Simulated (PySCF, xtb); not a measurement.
Cl2GeH4OSi, SMILES Cl[SiH](Cl)[O][GeH3]. Other conformers were not sampled.

Harmonic wavenumbers (cm⁻¹) from GFN2-xTB run with xtb 6.7.1 at its own minimum, in rising order: 14, 51, 56, 147, 208, 262, 373, 495, 539, 575, 595, 617, 697, 739, 787, 795, 970, 1962, 2040, 2069, 2363.

Question: What does PySCF with r2SCAN-D4/def2-SVP give at its own minimum? (The exact figures need the calculation; the answer reports its results.)

Answer: 26, 60, 66, 183, 255, 327, 470, 565, 580, 647, 654, 813, 829, 865, 873, 877, 1045, 2171, 2186, 2197, 2318. Paired by order, the mean absolute difference is 83 cm⁻¹ and the zero-point energies are 23.4 and 25.7 kcal/mol.
